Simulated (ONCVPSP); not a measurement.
# Varying the ONCV potential for copper (Cu)

Base potential:

copper (Cu), optimised norm-conserving Vanderbilt (ONCV), made with ONCVPSP 4.0.1 (PBEsol, scalar-relativistic). Core [Ne], reference 3s2 3p6 3d9 (charge +2). Waves: 3s: rc 0.95 bohr, ncon 4, nbas 7, qcut 16.3 1/bohr, 3 projectors, debl 3.4 Ha; 3p: rc 1.15 bohr, ncon 4, nbas 8, qcut 10.4 1/bohr, 1 projector; 3d: rc 1.50 bohr, ncon 4, nbas 8, qcut 11 1/bohr, 2 projectors, debl 2.7 Ha. Local part: polynomial inside 0.80 bohr (lpopt 5, dvloc0 0 Ha). Core correction: Teter function, fcfact 2.25, rcfact 1.6.

In the s channel the program set the typed energies aside and used -5.143, 0.250, 3.650 Ha.

All-electron outer shells of the reference configuration (PBEsol, scalar-relativistic, ld1.x):

```csv
shell,level (eV),outermost node (bohr),outermost maximum (bohr)
3s,-139.94,0.29,0.61
3p,-97.43,0.26,0.62
3d,-29.60,–,0.60
```

Cutoffs, loose and tight: the cutoffs (Ha) at which the residual kinetic energy of the hardest occupied pseudo-wave falls to 1 and 0.1 mHa per electron. They do not see the model core or the augmentation charge, which bear on the density cutoff. Test errors are all-electron minus pseudo excitation energies from the reference, over the configurations 3s2 3p6 3d10 4s1; 3s2 3p6 3d10; 3s2 3p6 3d8; 3s2 3p6 3d10 4s0.5. A dash means not determined; rows that change the core or the reference have their own tests.

```tsv
change	outcome	cutoff, loose	cutoff, tight	bound ghosts	GHOST(+) flags above zero	largest test error (meV)
base	generated, projector energies reset by the program	81 Ha	97 Ha	none	s	+83
p: rc 0.94	generated, projector energies reset by the program	81 Ha	97 Ha	none	s	+83
p: rc 1.02	generated, projector energies reset by the program	81 Ha	97 Ha	none	s	+83
p: rc 1.1	generated, projector energies reset by the program	81 Ha	97 Ha	none	s	+83
p: rc 1.26	generated, projector energies reset by the program	81 Ha	97 Ha	none	s	+82
p: rc 1.32	generated, projector energies reset by the program	81 Ha	97 Ha	none	s	+82
p: rc 1.42	generated, projector energies reset by the program	81 Ha	97 Ha	none	s	+81
p: rc 1.58	generated, projector energies reset by the program	81 Ha	97 Ha	none	s	+78
p: rc 1.64	generated, projector energies reset by the program	81 Ha	97 Ha	none	s	+77
```

Problem. What comes out with this change to the base: p: rc 0.82?

Solution. outcome: generated, projector energies reset by the program; cutoff, loose: 81 Ha; cutoff, tight: 169 Ha; bound ghosts: none; GHOST(+) flags above zero: s; largest test error (meV): +83.

Reading the sweep of the p radius (base included, trends over the rows without a ghost): The loose cutoff stays near 81 Ha. The median size of the test errors (rows with all tests solved) stays near 17.3 meV.
